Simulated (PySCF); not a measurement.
chlorotrifluoromethane (CClF₃), SMILES FC(F)(F)Cl. Heavy atoms are numbered as in [F:1][C:2]([F:3])([F:4])[Cl:5].

Coordinates come from a r2SCAN-D4/def2-SVP optimisation.

Computed with M06-2X/def2-TZVP in PySCF.

Atomic charges (e), one atom of each kind:

| atom | Löwdin | meta-Löwdin |
|---|---|---|
| F1 | 0.21 | -0.25 |
| C2 | -1.00 | 0.80 |
| Cl5 | 0.37 | -0.05 |

Computed Mayer and Wiberg (Löwdin basis) orders of the bonds:
```tsv
bond	Mayer	Wiberg
F1–C2	1.14	1.83
C2–F3	1.14	1.83
C2–F4	1.14	1.83
C2–Cl5	1.20	1.70
```
